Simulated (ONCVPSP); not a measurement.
Building the ONCV potential for Cs (Z = 55) (PBE, fully relativistic).

```
Element                 : Cs
Generator               : ONCVPSP 4.0.1
Type                    : optimised norm-conserving Vanderbilt (ONCV)
Functional              : PBE
Relativity              : fully relativistic
Frozen core             : [Xe]
Valence charge          : 1
Reference configuration : 5d0.5 6s0.5
Partial waves           : 6s: rc 4.00 bohr, ncon 4, nbas 8, qcut 1.6 1/bohr, 2 projectors, debl 1 Ha; p scattering state at 0.11 Ha: rc 3.80 bohr, ncon 4, nbas 7, qcut 1.8 1/bohr, 2 projectors, debl 1.5 Ha; 5d: rc 4.00 bohr, ncon 3, nbas 7, qcut 2.4 1/bohr, 1 projector
Local potential         : polynomial inside 2.90 bohr (lpopt 5, dvloc0 0 Ha)
Core correction         : none
```

Open shells are filled in proportion to 2j + 1.

All-electron outer shells of the reference configuration (PBE, scalar-relativistic, ld1.x):

```json
{"shell": "5p", "level (eV)": "-13.57", "outermost node (bohr)": "0.89", "outermost maximum (bohr)": "1.79"}
{"shell": "6s", "level (eV)": "-2.14", "outermost node (bohr)": "2.11", "outermost maximum (bohr)": "4.74"}
{"shell": "5d", "level (eV)": "-0.47", "outermost node (bohr)": "1.06", "outermost maximum (bohr)": "3.51"}
```

What the tests gave:

| Property | Result |
| --- | --- |
| Cutoffs needed | 2.5 Ha and 4.9 Ha (the cutoffs (Ha) at which the residual kinetic energy of the hardest occupied pseudo-wave falls to 1 and 0.1 mHa per electron) The cutoffs count occupied waves only; projector 2 of the p channel, the hardest unoccupied one, needs 15 Ha at the loose tolerance. |
| Ghost test | ghosts flagged at negative energy: d5/2 at -37.1 eV, d3/2 at -2.69 eV; GHOST(+) flagged for s at 4.5 eV, p1/2 at 39.2 eV, p3/2 at 39.4 eV, p3/2 at 210.3 eV, p3/2 at 391.4 eV; a true bound ghost makes a file unfit for plane-wave use |
| Configuration tests | 2 of 4 tests not solved or not reliable |

Generation and tests took about 7.2 s on one core of a shared server CPU.
